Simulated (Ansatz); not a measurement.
`[F][Hf]([Cl])([Cl])[Br]` + `CNC` → `C[N](C)[Hf]([F])([Cl])[Cl]` + HBr at 298.15 K and 1 bar (ligand exchange at the Hf–Br bond).

Program: Ansatz. Geometries: PBE0-D4/def2-TZVP. ΔE: electronic, gas phase. CCSD(T)/CBS is the MP2 limit (def2-TZVPP, def2-QZVPP) plus CCSD(T) − MP2 in def2-TZVPP, frozen cores. def2 core potentials past Kr. For Br, Hf outer-core shells are correlated without core-valence functions, which leaves a few kJ/mol of doubt a bond. Scalar relativity is left out up to krypton. One conformer a species, not always the lowest.

```csv
species,CCSD(T)/CBS energy (Eh),H − E (kJ/mol),S (J/(mol·K))
`[F][Hf]([Cl])([Cl])[Br]`,-3640.88543,36.1,395.7
`CNC`,-135.00321,256.9,271.4
`C[N](C)[Hf]([F])([Cl])[Cl]`,-1201.94185,256.9,454.5
HBr,-2573.91920,24.6,198.6
```

H − E and S are ideal-gas, rigid-rotor, harmonic terms from PBE0-D4/def2-TZVP, for one conformer and one mirror image of each species. 1 Eh = 2625.50 kJ/mol, R = 8.31446 J/(mol·K).

Task: By hand: ΔE, ΔH, ΔS and ΔG.

Result: ΔE = (-1201.94185) + (-2573.91920) − (-3640.88543) − (-135.00321) = 0.02759 Eh = 72.4 kJ/mol. Δ(H − E) = 256.9 + 24.6 − 36.1 − 256.9 = -11.5, so ΔH = 60.9 kJ/mol. ΔS = 454.5 + 198.6 − 395.7 − 271.4 = -14.0 J/(mol·K). ΔG = 60.9 − 298.15 × (-14.0)/1000 = 65.1 kJ/mol.

Task: By hand: the equilibrium constant, and the temperature at which ΔG would vanish if ΔH and ΔS stayed fixed.

Result: log₁₀ K = −ΔG/(RT ln 10) = -11.4. ΔH and −TΔS have one sign here, so there is no such temperature.

The number of gas molecules stays the same, so ΔS is small and ΔH decides. A doubt of 5 kJ/mol in ΔE shifts log₁₀ K by 0.9 here. Other conformers and mirror images would add mixing entropy, several J/(mol·K) or more a flexible species. Modes under 60 cm⁻¹, often nearly free rotors, make the harmonic entropy too high. These are equilibria of isolated gas molecules and say nothing of rates. Largest T1 diagnostic: 0.014 (customary marks: 0.02 for closed shells, 0.045 for open ones).
